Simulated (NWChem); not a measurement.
## thionyl fluoride (F2OS)

SMILES: O=S(F)F
```xyz
4

O     -1.3917    -0.3297     0.0000
S     -0.1604     0.4112     0.0000
F      0.7611    -0.2190     1.1690
F      0.7611    -0.2190    -1.1690
```
Charge 0, spin multiplicity 1.

Everything below was run with NWChem. All single points use one geometry, from PBE0/def2-SVP, a minimum by its harmonic frequencies.

Symmetry labels belong to the abelian group Cs used in the runs, with the axes of the coordinates shown.

B3LYP has NWChem's definition, with VWN1-RPA local correlation. The Pople sets run with spherical d functions.

List the lowest 3 singlet excitations that TD-B3LYP/6-31+G* (spherical d), VWN1-RPA local correlation gives, with oscillator strengths.


```csv
state,symmetry,energy (eV),wavelength (nm),f
1,a",6.35,195,0.030
2,a',7.41,167,0.008
3,a",8.11,153,0.012
```
